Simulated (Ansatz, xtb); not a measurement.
## Two isomers of C6H4S

We compare I, `C#CC(=C)C=C=S`, a singlet, with II, `C#CC(=C=S)C=C`, a singlet. Both are isolated molecules in the gas phase, relaxed with PBE0-D3(BJ)/def2-SVP; the shapes shown needn't be the lowest conformers.

I (Å):

```yaml
atoms:
  - { symbol: C, position_ang: [-1.9295, 3.4500, 1.3559] }
  - { symbol: C, position_ang: [-2.1541, 2.4743, 0.6722] }
  - { symbol: C, position_ang: [-2.3930, 1.2971, -0.1099] }
  - { symbol: C, position_ang: [-3.2095, 1.3327, -1.1854] }
  - { symbol: C, position_ang: [-1.7179, 0.0660, 0.3064] }
  - { symbol: C, position_ang: [-0.9074, -0.0400, 1.3463] }
  - { symbol: S, position_ang: [0.0457, -0.1744, 2.5653] }
  - { symbol: H, position_ang: [-1.7369, 4.3204, 1.9555] }
  - { symbol: H, position_ang: [-3.7040, 2.2587, -1.4809] }
  - { symbol: H, position_ang: [-3.3913, 0.4355, -1.7812] }
  - { symbol: H, position_ang: [-1.8911, -0.8419, -0.2824] }
```

II (Å):

```yaml
atoms:
  - { symbol: C, position_ang: [0.7740, 1.2701, -3.2589] }
  - { symbol: C, position_ang: [0.4023, 0.4649, -2.4303] }
  - { symbol: C, position_ang: [-0.0482, -0.4663, -1.4487] }
  - { symbol: C, position_ang: [0.5056, -1.6838, -1.4539] }
  - { symbol: C, position_ang: [-1.0801, -0.1124, -0.4652] }
  - { symbol: C, position_ang: [-1.6775, 1.0829, -0.3995] }
  - { symbol: S, position_ang: [1.1419, -3.0966, -1.4529] }
  - { symbol: H, position_ang: [1.1058, 1.9798, -3.9939] }
  - { symbol: H, position_ang: [-1.3479, -0.9047, 0.2397] }
  - { symbol: H, position_ang: [-1.4219, 1.8860, -1.0960] }
  - { symbol: H, position_ang: [-2.4387, 1.2835, 0.3568] }
```

Quicker runs give these differences E(II) − E(I): GFN2-xTB +5.96 kJ/mol; HF/STO-3G −2.57 kJ/mol (at GFN2-xTB geometries); r2SCAN-D4/def2-SVP +4.33 kJ/mol (at GFN2-xTB geometries).

Question: Estimate which is lower in electronic energy at CCSD(T)/def2-SVP + ΔMP2/def2-TZVPP, and by roughly how much.

Answer: Too close to call at this level: CCSD(T)/def2-SVP + ΔMP2/def2-TZVPP gives E(II) − E(I) = +3.51 kJ/mol.

How the difference moves with the method:

| level | geometry | E(II) − E(I) (kJ/mol) | departure from the last row (kJ/mol) | job, with rough time for the two |
| --- | --- | --- | --- | --- |
| GFN2-xTB | GFN2-xTB | +5.96 | +2.44 | optimisation, 0.18 s |
| HF/STO-3G | GFN2-xTB | −2.57 | −6.08 | single point, 0.48 s |
| r2SCAN-D4/def2-SVP | GFN2-xTB | +4.33 | +0.82 | single point, 5.5 s |
| PBE0-D3(BJ)/def2-SVP | PBE0-D3(BJ)/def2-SVP | +3.40 | −0.12 | optimisation, 44 s |
| HF/def2-SVP | PBE0-D3(BJ)/def2-SVP | +4.18 | +0.67 | part of the CCSD(T) run |
| MP2/def2-SVP | PBE0-D3(BJ)/def2-SVP | −0.90 | −4.41 | part of the CCSD(T) run |
| CCSD(T)/def2-SVP | PBE0-D3(BJ)/def2-SVP | +2.14 | −1.37 | single point |
| CCSD(T)/def2-SVP + ΔMP2/def2-TZVPP | PBE0-D3(BJ)/def2-SVP | +3.51 |  | single point, 74 s |

As drawn, both hold the same kinds of bond in the same numbers.

The largest departure from CCSD(T)/def2-SVP + ΔMP2/def2-TZVPP is that of HF/STO-3G, 6.08 kJ/mol. The last row adds to CCSD(T) the change of the MP2 difference between the two basis sets, here +1.37 kJ/mol.

With thermal terms from frequencies at re-optimised GFN2-xTB minima (ideal gas, soft modes damped towards free rotors, one conformer each, 298.15 K, 1 atm): the zero-point term adds +1.29 kJ/mol; ΔH is +5.19 and ΔG +4.19 kJ/mol.

The correlated steps freeze 11 core orbitals. Programs: Ansatz 0.2.0, xtb 6.7.1; the last row on 2 threads of Arm Neoverse V1 on a shared host.
